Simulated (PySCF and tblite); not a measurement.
C5H9FO, numbered as in [F:1][CH:2]1[CH2:3][CH2:4][O:5][CH2:6][CH2:7]1.

Geometries PBE0-D3(BJ)/def2-SVP; weights from PBE0-D3(BJ)/def2-TZVP energies and GFN2-xTB thermal corrections, with symmetry numbers and mirror pairs. Conformers within 4 kcal/mol (GFN2-xTB free energy) were kept, 7 at most. Couplings: B3LYP/pcSseg-1 with pcJ-1 on H, F (gas phase; spin-dipole term only for pairs with B, N, F, Si or P). Couplings are for ¹⁹F, ¹H. Of two unlike H on one atom, a is the less shielded (PBE0/pcSseg-1). Programs: PySCF with density fitting and tblite.

The 6-ring runs over atoms 2–3–4–5–6–7.

```
conformer                                       shape  weight %
        1  6-ring chair (all substituents equatorial)      62.9
        2                     6-ring chair (F1 axial)      37.1
```

Question: Give the couplings in each conformer and the averages at 298.15 K (pairs that fast motion interchanges averaged).

Answer: 
| coupling | pairs | 1 | 2 | average (Hz) |
| --- | --- | --- | --- | --- |
| ²J(F1,H2) | 1 | 57.3 | 55.4 | 56.6 |
| ³J(F1,H3a) | 2 | 4.8 | 40.4 | 18.0 |
| ³J(F1,H3b) | 2 | 10.3 | 10.8 | 10.4 |
| ⁴J(F1,H4b) | 2 | -1.7 | 0.8 | -0.8 |
| ⁴J(F1,H4a) | 2 | 5.2 | 1.2 | 3.7 |
| ³J(H2,H3a) | 2 | 5.6 | 2.3 | 4.4 |
| ³J(H2,H3b) | 2 | 11.6 | 4.0 | 8.8 |
| ⁴J(H2,H4a) | 2 | -0.8 | -0.9 | -0.8 |
| ²J(H3a,H3b) | 2 | -13.8 | -15.3 | -14.3 |
| ³J(H3a,H4b) | 2 | 2.3 | 6.1 | 3.7 |
| ³J(H3a,H4a) | 2 | 2.0 | 13.8 | 6.4 |
| ⁴J(H3a,H7a) | 1 | 2.0 | 1.1 | 1.7 |
| ³J(H3b,H4b) | 2 | 13.5 | 1.5 | 9.1 |
| ³J(H3b,H4a) | 2 | 5.7 | 2.5 | 4.5 |
| ⁴J(H3b,H7b) | 1 | 0.0 | 2.2 | 0.8 |
| ²J(H4b,H4a) | 2 | -13.5 | -13.0 | -13.3 |
| ⁴J(H4b,H6a) | 2 | -0.7 | -0.7 | -0.7 |
| ⁴J(H4a,H6a) | 1 | 0.7 | 0.5 | 0.6 |

Computed couplings to fluorine can be off by tens of per cent at such levels.
